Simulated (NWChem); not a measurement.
# SnClF$_{3}$; SMILES [F][Sn]([F])([Cl])[F]

def2 effective core potentials on Sn; no spin-orbit coupling.

Problem. Give the equilibrium geometry at PBE-D3(BJ)/def2-SVP with def2 effective core potentials on Sn (NWChem) as a list of bonds and angles, with the point group.

Solution. point group C3v; any orientation.
Bonds (Å): F1–Sn2 1.932, Sn2–F3 1.932, Sn2–F4 1.932, Sn2–Cl5 2.321. Bond angles (°): F1–Sn2–F3 107.5, F1–Sn2–F4 107.5, F1–Sn2–Cl5 111.3, F3–Sn2–F4 107.5, F3–Sn2–Cl5 111.3, F4–Sn2–Cl5 111.3.
